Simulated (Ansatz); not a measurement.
Basis-set extrapolation for CH$_{5}$NOSi, SMILES `O=CN[SiH3]` (PBE0-D4/def2-TZVP geometry, frozen core, Ansatz). Multiplicity 1, RHF reference.

|  | def2-TZVPP | def2-QZVPP |
| --- | --- | --- |
| HF | -459.140193 | -459.157443 |
| MP2 correlation | -0.722129 | -0.775268 |
| CCSD(T) correlation | -0.781903 | not run |

Energies in hartree. Use E(X) = E(∞) + A·exp(−7.88·√X) for Hartree–Fock and E(X) = E(∞) + B·X^(−2.97) for correlation, with X = 3 and 4, and add CCSD(T) minus MP2 of the smaller set to the MP2 limit.

Task: What is the CCSD(T) energy at the basis-set limit?

Result: HF limit: -459.157443 + (-0.017250) × 0.13774 = -459.15982. MP2 limit: -0.775268 + (-0.053139) × 0.74074 = -0.81463. Higher-order term: -0.781903 − (-0.722129) = -0.05977. Total: -460.03422 hartree, 294.4 kJ/mol below CCSD(T)/def2-TZVPP.
